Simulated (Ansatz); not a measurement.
`BB(C)O` + CH₃OH → `COB(C)O` + BH₃ at 298.15 K and 1 bar (cleavage of the B–B bond).

Isolated molecules relaxed with PBE0-D4/def2-TZVP in Ansatz; ΔE leaves out vibrations. CBS: MP2 limit from def2 TZ/QZ plus the TZ coupled-cluster correction, frozen cores. This one scheme is used for every species. One conformer a species, not always the lowest.

| species | CCSD(T)/CBS energy (Eh) | H − E (kJ/mol) | S (J/(mol·K)) |
| --- | --- | --- | --- |
| `BB(C)O` | -166.44417 | 216.1 | 315.3 |
| CH₃OH | -115.61712 | 146.3 | 238.2 |
| `COB(C)O` | -255.57080 | 280.4 | 338.7 |
| BH₃ | -26.55200 | 78.7 | 188.3 |

H − E and S are ideal-gas, rigid-rotor, harmonic terms from PBE0-D4/def2-TZVP, for one conformer and one mirror image of each species. 1 Eh = 2625.50 kJ/mol, R = 8.31446 J/(mol·K).

**Question.** By hand: ΔE, ΔH, ΔS and ΔG.

**Answer.** ΔE = (-255.57080) + (-26.55200) − (-166.44417) − (-115.61712) = -0.06151 Eh = -161.5 kJ/mol. Δ(H − E) = 280.4 + 78.7 − 216.1 − 146.3 = -3.3, so ΔH = -164.8 kJ/mol. ΔS = 338.7 + 188.3 − 315.3 − 238.2 = -26.5 J/(mol·K). ΔG = -164.8 − 298.15 × (-26.5)/1000 = -156.9 kJ/mol.

**Question.** By hand: the equilibrium constant, and the temperature at which ΔG would vanish if ΔH and ΔS stayed fixed.

**Answer.** log₁₀ K = −ΔG/(RT ln 10) = 27.5. ΔG = 0 at ΔH/ΔS = 6219 K, far beyond where these terms or the molecules hold.

ΔH outweighs TΔS. A doubt of 5 kJ/mol in ΔE shifts log₁₀ K by 0.9 here. Other conformers and mirror images would add mixing entropy, several J/(mol·K) or more a flexible species. Modes under 60 cm⁻¹, often nearly free rotors, make the harmonic entropy too high. These are equilibria of isolated gas molecules and say nothing of rates. Largest T1 diagnostic: 0.012 (customary marks: 0.02 for closed shells, 0.045 for open ones).
